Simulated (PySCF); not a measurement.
```xyz
3
charge 0 multiplicity 1, angstrom
O     0.0000    0.0000    0.0000
Cs    0.0000    0.0000    2.3863
Cs    0.0000    0.0000   -2.3863
```

These are results of PySCF, PBE0, basis O def2-TZVP, Cs def2-TZVP with ECP46 (scalar-relativistic core potentials, no spin–orbit coupling, density fitting), not measurements.

This geometry of Cs₂O is a stationary point at this level.

(1) What is the point group?

(2) Is it a minimum?

(3) List the harmonic modes with their infrared intensities.

(4) What are the dipole moment and the gap between the highest occupied and lowest empty levels?

## Answers

(1) D∞h.

(2) Yes: all harmonic wavenumbers are real.

(3) 
| symmetry | ω (cm⁻¹) | IR (km/mol, summed over degenerate members) |
| --- | --- | --- |
| πu | 74 | 114 |
| σg+ | 135 | 0.0 |
| σu+ | 503 | 692 |

(4) 0.00 D and 2.62 eV.

Only a few start shapes were tried, so a lower isomer may exist.
